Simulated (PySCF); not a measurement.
Results of a calculation; reference values are marked as such.
# SiBO2F4(-)

The system: SiBO2F4(-), a molecule drawn as a unit of a network glass or zeolite (built as: B4 Si, F ends, O bridges); charge -1, singlet. The structure was relaxed in the gas phase by PBE0-D3(BJ)/def2-SVP. No frequency run checks that it is a minimum.

SMILES: F[B-]1(F)O[Si](F)(F)O1

| atom | x (Å) | y (Å) | z (Å) |
| --- | --- | --- | --- |
| F1 | 2.341 | 0.205 | 0.221 |
| Si2 | 0.763 | 0.580 | 0.214 |
| F3 | 0.842 | 2.144 | 0.641 |
| O4 | -0.063 | 0.233 | -1.139 |
| B5 | -0.936 | -0.643 | -0.229 |
| F6 | -2.247 | -0.204 | -0.200 |
| F7 | -0.870 | -1.977 | -0.585 |
| O8 | -0.214 | -0.369 | 1.097 |

Shieldings: GIAO PBE0/aug-pcSseg-2.  Core levels by delta-SCF with SCAN, aug-pcX-2 on the ionised atom and aug-pcseg-1 elsewhere, spin-free X2C (2p3/2 is the spin-free 2p value less a third of a first-order spin-orbit splitting); from the vacuum level, for chosen atoms.

(1) Give the NMR and core-level values of the distinct atoms.

(2) By CAM-B3LYP/def2-SVPD (TDDFT singlets, Tamm-Dancoff triplets, ionisation by delta-SCF), where does absorption start, and what does vertical ionisation take?

Results:

(1) 
```
atoms   bonded to  σ (ppm)  δ (ppm)  core level (eV)
F1 F3        1 Si    335.1        -        1s 688.82
  Si2   2 F + 2 O    420.9        -     2p3/2 104.96
O4 O8  1 B + 1 Si    206.2        -        1s 533.11
   B5   2 F + 2 O     99.1        -        1s 194.49
F6 F7         1 B    343.0        -        1s 687.25
```

Values are those of this one static structure; atoms that internal rotation interchanges would show their mean in an NMR spectrum.

(2) The first singlet with intensity lies at 7.66 eV (f 0.058); what lies below it is dark. The lowest singlet lies at 7.20 eV (f 0.000), the strongest of the first 6 at 7.66 eV (f 0.058), the lowest triplet at 7.02 eV; vertical ionisation takes 6.79 eV.

Excited states of gas-phase anions may lie above the detachment limit and hang on the basis.
